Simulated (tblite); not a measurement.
Species: C5H6NO3S (charge +1).
Z-matrix (Å and degrees, GFN2-xTB geometry), rows numbered from 1:
```
O 
S   1  1.4182
O   2  1.4153  1  121.93
O   2  1.5915  1  109.98  3   133.17
C   2  1.8171  1  108.32  3  -124.48
C   5  1.3853  2  119.11  1   160.94
C   6  1.3824  5  118.42  2  -179.92
N   7  1.3381  6  119.67  5     0.34
C   8  1.3379  7  123.01  6     0.16
C   9  1.3827  8  119.70  7    -0.33
H   4  0.9615  2  114.35  1   -40.95
H   6  1.0794  5  119.55  2    -0.62
H   7  1.0810  6  122.32  5  -179.68
H   8  1.0199  7  118.53  6   179.82
H   9  1.0810  8  117.93  7   179.64
H  10  1.0797  5  119.65  2     0.42
```

Method: GFN2-xTB as coded in tblite; computed harmonic values from a numerical Hessian at the method's own geometry, unscaled. Errors from tens to a few hundred cm⁻¹ against measured bands are possible. One conformer, not necessarily the lowest.

Harmonic wavenumbers (cm⁻¹): 25.3, 69.6, 95.5, 115.4, 236.3, 274.6, 317.0, 349.2, 419.9, 429.1, 489.1, 501.3, 605.6, 681.4, 683.2, 752.9, 756.8, 850.4, 865.5, 878.7, 916.1, 930.5, 983.8, 1051.9, 1078.5, 1114.2, 1154.6, 1168.8, 1219.6, 1228.5, 1329.0, 1335.3, 1408.7, 1423.2, 1554.4, 1566.0, 3083.7, 3084.3, 3101.1, 3104.2, 3305.1, 3546.2.

A = 2698, B = 819.7, C = 722.9 MHz; mass 160.007 u (most abundant isotopes); point group C1, symmetry number 1.

Question: Zero-point energy?

Answer: Half the sum of the wavenumbers: 24042 cm⁻¹ = 287.61 kJ/mol.

Question: Entropy at 298.15 K, 1 bar (ideal gas, RRHO, classical rotation)?

Answer: Translation 172.15, rotation 124.21, vibration 121.09: S = 417.5 J/(mol K).

Question: And Cp and H(298.15 K) − H(0)?

Answer: Cp = 156.39 J/(mol K), of which vibrations give 123.13 (their classical limit is 42 R = 349.2); H(298.15 K) − H(0) = 28.23 kJ/mol without the zero-point energy, 18.32 from vibrations.

Question: How do the functions run with temperature in this model?

Answer: 
```json
{"T (K)": "100", "S (J/(mol K))": "300.0", "Cp (J/(mol K))": "74.5", "H − H(0) (kJ/mol)": "5.47", "G − H(0) (kJ/mol)": "-24.53", "ln q(vib)": "2.22"}
{"T (K)": "200", "S (J/(mol K))": "363.8", "Cp (J/(mol K))": "114.9", "H − H(0) (kJ/mol)": "14.91", "G − H(0) (kJ/mol)": "-57.85", "ln q(vib)": "4.74"}
{"T (K)": "300", "S (J/(mol K))": "418.4", "Cp (J/(mol K))": "157.1", "H − H(0) (kJ/mol)": "28.52", "G − H(0) (kJ/mol)": "-97.01", "ln q(vib)": "7.22"}
{"T (K)": "500", "S (J/(mol K))": "516.0", "Cp (J/(mol K))": "225.7", "H − H(0) (kJ/mol)": "67.30", "G − H(0) (kJ/mol)": "-190.68", "ln q(vib)": "12.16"}
{"T (K)": "800", "S (J/(mol K))": "636.0", "Cp (J/(mol K))": "283.2", "H − H(0) (kJ/mol)": "144.62", "G − H(0) (kJ/mol)": "-364.22", "ln q(vib)": "19.16"}
{"T (K)": "1000", "S (J/(mol K))": "701.8", "Cp (J/(mol K))": "305.8", "H − H(0) (kJ/mol)": "203.65", "G − H(0) (kJ/mol)": "-498.17", "ln q(vib)": "23.43"}
```

q(vib) and H(0) count from the zero-point level.

Question: Blend soft modes into free rotors: weight 1/[1 + (100 cm⁻¹/ν̃)⁴] for the oscillator and the rest for a rotor with moment μB/(μ + B), μ = h/(8π²ν), B = 10⁻⁴⁴ kg m². What vibrational entropy results?

Answer: 107.68 J/(mol K) in place of 121.09, which changes −T·S at 298.15 K by +4.00 kJ/mol.

Question: Which modes carry the vibrational entropy at 298.15 K?

Answer: 25.3 cm⁻¹: 25.80; 69.6 cm⁻¹: 17.42; 95.5 cm⁻¹: 14.83; 115.4 cm⁻¹: 13.29; 236.3 cm⁻¹: 7.66; 274.6 cm⁻¹: 6.56 J/(mol K); the other 36 give 35.53 together.

Question: What must be added to the electronic energy to get the Gibbs energy at 298.15 K and 1 bar?

Answer: ZPE + [H(298.15 K) − H(0)] − T·S = 287.61 + 28.23 − 124.46 = 191.38 kJ/mol.

Hindered rotation and anharmonicity are outside this model. Other conformers, if any are populated, would add a mixing term that is left out. The structure is chiral; the term R ln 2 for an equal mix with its mirror image is left out.

On one thread, Intel Xeon at 2.70 GHz (x86_64), shared host with 64 logical CPUs at a one-minute load of 57, this took 0.81 s of wall time. This covers the Hessian and the dipole derivatives.
